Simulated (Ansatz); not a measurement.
Method: PBE-D3(BJ)/def2-SVP in Ansatz (a quantum-chemistry and plane-wave program). No frequencies were computed at this level.

Ansatz 0.2 input:
```yaml
crystal:
  periodic: [false, false, false]
  atoms:
    - { symbol: Si, position_ang: [-2.125272, -1.825014, 0.744961] }
    - { symbol: C, position_ang: [-1.179089, -0.300144, 0.161764] }
    - { symbol: C, position_ang: [-1.722112, 0.89069, -0.233168] }
    - { symbol: C, position_ang: [-0.90242, 1.958108, -0.649115] }
    - { symbol: S, position_ang: [-1.615692, 3.49368, -1.161207] }
    - { symbol: C, position_ang: [0.465141, 1.832952, -0.668136] }
    - { symbol: C, position_ang: [1.062643, 0.624379, -0.269328] }
    - { symbol: C, position_ang: [2.454763, 0.396695, -0.253542] }
    - { symbol: C, position_ang: [2.92425, -0.823375, 0.152785] }
    - { symbol: C, position_ang: [2.00233, -1.812112, 0.542389] }
    - { symbol: N, position_ang: [0.710417, -1.633659, 0.540835] }
    - { symbol: C, position_ang: [0.225646, -0.443785, 0.1458] }
    - { symbol: H, position_ang: [-3.552401, -1.471721, 0.68985] }
    - { symbol: H, position_ang: [-1.861544, -2.934158, -0.166056] }
    - { symbol: H, position_ang: [-1.750467, -2.127601, 2.122511] }
    - { symbol: H, position_ang: [-2.796066, 1.02087, -0.228626] }
    - { symbol: H, position_ang: [-2.883118, 3.132488, -0.96747] }
    - { symbol: H, position_ang: [1.085187, 2.657646, -0.988235] }
    - { symbol: H, position_ang: [3.127018, 1.185791, -0.561378] }
    - { symbol: H, position_ang: [3.981977, -1.036501, 0.178553] }
    - { symbol: H, position_ang: [2.34881, -2.785231, 0.866815] }
basis:
  gaussian: { orbitals: def2-svp }
hamiltonian:
  xc: pbe
  dispersion: d3bj
relax:
  max_steps: 150
```

Output:

```
Functional definition: PBE
2517 factors; their error is unknown
mean field evaluation 1: about -29625.3677 eV, gradient 8.4e1 eV
mean field evaluation 2: about -29503.8012 eV, gradient 2.0e2 eV
mean field evaluation 4: about -29643.6402 eV, gradient 3.2e1 eV
mean field evaluation 8: about -29646.3518 eV, gradient 8.6e-1 eV
mean field evaluation 16: about -29646.1763 eV, gradient 2.2e-2 eV
mean field -29646.17625935 eV, -1089.4768826311 hartree, gradient 2.6e-5 eV, S^2 0.000000; 0 other end points of the search recorded, 0 dependent functions left out
reference -29646.17630539 eV, -1089.4768843232 hartree; 50, 50 occupied and 171, 171 virtual orbitals, 2517 factors
relax step   1: F+E_penalty+E_count = -29646.95722970 eV  Δ(F+E_penalty+E_count) = +0.000e0 eV  max|allowed force component| = 8.432e-1 eV/Å  Δτ_max = 0.0000 Å  (37 SCF iters, accepted)
these checks for a lower state are left out or cut short: starts, cluster_reference, orbital_swaps, neighbouring_geometries, increment
2517 factors; their error is unknown
mean field evaluation 32: about -29646.3872 eV, gradient 1.7e-5 eV
mean field -29646.38717124 eV, -1089.4846335002 hartree, gradient 1.7e-5 eV, S^2 0.000000; 0 other end points of the search recorded, 0 dependent functions left out
reference -29646.38721786 eV, -1089.4846352134 hartree; 50, 50 occupied and 171, 171 virtual orbitals, 2517 factors
relax step   2: F+E_penalty+E_count = -29647.16112352 eV  Δ(F+E_penalty+E_count) = -2.039e-1 eV  max|allowed force component| = 2.878e-1 eV/Å  Δτ_max = 0.0884 Å  (34 SCF iters, accepted)
these checks for a lower state are left out or cut short: starts, cluster_reference, orbital_swaps, neighbouring_geometries, increment
2517 factors; their error is unknown
mean field -29646.40913838 eV, -1089.4854407777 hartree, gradient 1.6e-5 eV, S^2 0.000000; 0 other end points of the search recorded, 0 dependent functions left out
reference -29646.40918516 eV, -1089.4854424968 hartree; 50, 50 occupied and 171, 171 virtual orbitals, 2517 factors
relax step   3: F+E_penalty+E_count = -29647.18050856 eV  Δ(F+E_penalty+E_count) = -1.939e-2 eV  max|allowed force component| = 4.108e-2 eV/Å  Δτ_max = 0.0451 Å  (35 SCF iters, accepted)
these checks for a lower state are left out or cut short: starts, cluster_reference, orbital_swaps, neighbouring_geometries, increment
2517 factors; their error is unknown
mean field -29646.41050304 eV, -1089.4854909279 hartree, gradient 1.5e-5 eV, S^2 0.000000; 0 other end points of the search recorded, 0 dependent functions left out
reference -29646.41054983 eV, -1089.4854926476 hartree; 50, 50 occupied and 171, 171 virtual orbitals, 2517 factors
relax step   4: F+E_penalty+E_count = -29647.18149654 eV  Δ(F+E_penalty+E_count) = -9.880e-4 eV  max|allowed force component| = 2.635e-2 eV/Å  Δτ_max = 0.0191 Å  (35 SCF iters, accepted)
these checks for a lower state are left out or cut short: starts, cluster_reference, orbital_swaps, neighbouring_geometries, increment
2517 factors; their error is unknown
mean field -29646.41096567 eV, -1089.4855079293 hartree, gradient 1.5e-5 eV, S^2 0.000000; 0 other end points of the search recorded, 0 dependent functions left out
reference -29646.41101244 eV, -1089.4855096480 hartree; 50, 50 occupied and 171, 171 virtual orbitals, 2517 factors
relax step   5: F+E_penalty+E_count = -29647.18190688 eV  Δ(F+E_penalty+E_count) = -4.103e-4 eV  max|allowed force component| = 1.677e-2 eV/Å  Δτ_max = 0.0347 Å  (35 SCF iters, accepted)
these checks for a lower state are left out or cut short: starts, cluster_reference, orbital_swaps, neighbouring_geometries, increment
2517 factors; their error is unknown
mean field -29646.41109426 eV, -1089.4855126549 hartree, gradient 1.5e-5 eV, S^2 0.000000; 0 other end points of the search recorded, 0 dependent functions left out
reference -29646.41114104 eV, -1089.4855143740 hartree; 50, 50 occupied and 171, 171 virtual orbitals, 2517 factors
relax step   6: F+E_penalty+E_count = -29647.18199391 eV  Δ(F+E_penalty+E_count) = -8.703e-5 eV  max|allowed force component| = 4.867e-3 eV/Å  Δτ_max = 0.0071 Å  (36 SCF iters, accepted)
2517 factors; their error is unknown
mean field evaluation 64: about -29646.4111 eV, gradient 4.2e-4 eV
mean field -29646.41109426 eV, -1089.4855126549 hartree, gradient 1.5e-5 eV, S^2 0.000000; 1 other end points of the search recorded, 0 dependent functions left out
reference -29646.41114104 eV, -1089.4855143740 hartree; 50, 50 occupied and 171, 171 virtual orbitals, 2517 factors
Total energy: -29647.18204069 eV, -1089.5138444136 hartree
Atom 0 at    -2.188150    -1.816989     0.744022 Å, force    -0.004867    -0.002667     0.001706 eV/Å
Atom 1 at    -1.173818    -0.324761     0.169902 Å, force    -0.004080    -0.000871     0.000186 eV/Å
Atom 2 at    -1.734592     0.882175    -0.229427 Å, force    -0.000595     0.002185    -0.000808 eV/Å
Atom 3 at    -0.920140     1.979033    -0.654828 Å, force     0.001554     0.001448     0.000091 eV/Å
Atom 4 at    -1.624845     3.524437    -1.167025 Å, force    -0.001530    -0.000723     0.000386 eV/Å
Atom 5 at     0.468461     1.844651    -0.672864 Å, force     0.000984     0.000485    -0.000581 eV/Å
Atom 6 at     1.078871     0.625773    -0.271741 Å, force     0.000154    -0.001680     0.000719 eV/Å
Atom 7 at     2.488118     0.414278    -0.263545 Å, force     0.000687    -0.001457     0.000339 eV/Å
Atom 8 at     2.987715    -0.812065     0.145481 Å, force     0.001201     0.002091    -0.001454 eV/Å
Atom 9 at     2.076674    -1.829309     0.547082 Å, force    -0.002177    -0.002263     0.002698 eV/Å
Atom 10 at     0.760887    -1.672012     0.553716 Å, force     0.002881     0.002524    -0.001351 eV/Å
Atom 11 at     0.250095    -0.472080     0.154626 Å, force    -0.003225    -0.001943     0.000485 eV/Å
Atom 12 at    -3.637076    -1.401144     0.666131 Å, force     0.001766     0.003763    -0.001630 eV/Å
Atom 13 at    -1.993860    -3.007194    -0.150363 Å, force     0.003585    -0.000643    -0.000015 eV/Å
Atom 14 at    -1.884099    -2.190436     2.166107 Å, force     0.003561    -0.000812     0.000226 eV/Å
Atom 15 at    -2.829953     1.003829    -0.220672 Å, force    -0.000709    -0.000361     0.000040 eV/Å
Atom 16 at    -2.923587     3.164754    -0.976441 Å, force    -0.000239     0.000989    -0.000497 eV/Å
Atom 17 at     1.107388     2.680882    -0.997889 Å, force     0.000502     0.000531    -0.000193 eV/Å
Atom 18 at     3.161156     1.226215    -0.581690 Å, force    -0.000330     0.001260    -0.000252 eV/Å
Atom 19 at     4.070000    -1.008236     0.163709 Å, force     0.000870    -0.000728     0.000181 eV/Å
Atom 20 at     2.460755    -2.811803     0.875709 Å, force     0.000007    -0.001130    -0.000274 eV/Å
Dipole moment:     0.250131     0.282438    -0.111095 e Å
```

Cost: roughly 100 core-seconds.
